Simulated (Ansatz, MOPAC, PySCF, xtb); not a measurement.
Complex: HF (SMILES F) (first 2 atoms) with SO2 (SMILES O=S=O); geometry from B3LYP-D3(BJ)/def2-TZVP, rigid monomers moved along the line of their centres of mass till H2···O3 is 2.58 Å.
(charge 0, multiplicity 1):
```json
[
 {"atom": "F", "x (Å)": "0.3508", "y (Å)": "0.5070", "z (Å)": "-0.6568"},
 {"atom": "H", "x (Å)": "0.0840", "y (Å)": "0.7241", "z (Å)": "0.2106"},
 {"atom": "O", "x (Å)": "-0.4673", "y (Å)": "0.5062", "z (Å)": "2.7197"},
 {"atom": "S", "x (Å)": "-0.3257", "y (Å)": "-0.7269", "z (Å)": "3.4620"},
 {"atom": "O", "x (Å)": "-0.6664", "y (Å)": "-0.7114", "z (Å)": "4.8548"}
]
```

| level | interaction energy (kcal/mol) |
|---|---|
| GFN-FF | -3.89 |
| PM3 | -1.61 |
| PM6 | -2.08 |
| PM7 | -2.73 |
| HF/aug-cc-pV(D+d)Z | -2.50 |
| r2SCAN-D3(BJ)/def2-TZVPPD | -2.56 |
| r2SCAN-D4/def2-TZVPPD | -2.54 |
| B3LYP/6-311+G** (no counterpoise) | -2.93 |
| B3LYP/def2-TZVPPD | -2.24 |
| B3LYP-D4/def2-TZVPPD | -2.65 |
| MP2/6-31G* | -2.49 |
| MP2/6-31G* (no counterpoise) | -3.18 |
| CCSD/aug-cc-pV(T+d)Z | -2.51 |
| CCSD(T)/CBS(aug-cc-pV(D+d)Z, aug-cc-pV(T+d)Z) | -2.54 |

The rows run from -3.89 (GFN-FF) to -1.61 kcal/mol (PM3). The dispersion term adds -0.41 in B3LYP-D4.

Interaction energies are E(AB) − E(A) − E(B) at the monomers' geometry in the complex; basis-set methods are counterpoise corrected. Rows marked so take none.

Frozen-core correlation. CBS: X⁻³ extrapolation of the correlation energy, Hartree–Fock from the larger set. Rows in 6-311+G**, 6-31G* carry no dispersion term and start afresh at each structure (6-31G* with six Cartesian d functions). MP2/6-31G* freezes PySCF's default core. The state that PM3, PM6, PM7 reach isn't checked; PM7 holds dispersion and hydrogen-bond terms.

Run with Ansatz (a first-principles code); MOPAC for PM3, PM6, PM7 (differences of heats of formation); PySCF for 6-311+G** rows, 6-31G* rows, the dispersion terms; xtb for the GFN methods.
